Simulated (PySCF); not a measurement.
Radial density of Fe⁺ (iron, charge +1)

UHF, [Ar] 3d5 4s2, high-spin 6S determinant (an excited configuration). Computed with PySCF 2.14 in aug-cc-pVTZ-DK (8s7p5d3f2g, 93 functions), with scalar relativity by spin-free X2C-1e.

| r (bohr) | 4πr²ρ (e/bohr) | 4πr²(ρα − ρβ) |
| --- | --- | --- |
| 0.00104 | 0.2285 | 0.0000 |
| 0.00175 | 0.5764 | 0.0001 |
| 0.00294 | 1.423 | 0.0002 |
| 0.00494 | 3.390 | 0.0004 |
| 0.00830 | 7.599 | 0.0008 |
| 0.0140 | 15.29 | 0.0016 |
| 0.0235 | 25.53 | 0.0026 |
| 0.0395 | 31.43 | 0.0035 |
| 0.0665 | 26.64 | 0.0088 |
| 0.112 | 26.23 | 0.0584 |
| 0.188 | 35.06 | 0.3689 |
| 0.316 | 19.75 | 1.7410 |
| 0.532 | 14.31 | 4.4072 |
| 0.895 | 13.68 | 4.4393 |
| 1.51 | 3.344 | 1.5799 |
| 2.53 | 1.041 | 0.1466 |
| 4.26 | 0.1921 | -0.0237 |
| 7.16 | 0.002864 | -0.0007 |

Densities and radii are taken from the X2C orbitals without a picture-change correction, which distorts them close to the nucleus.

(1) Where is the radial spin density 4πr²(ρα − ρβ) most negative, and why is it negative at all?

Results:

(1) Around r = 4.26 bohr, down to -0.0237 e/bohr: exchange with the open shell polarises the paired shells in an unrestricted calculation.
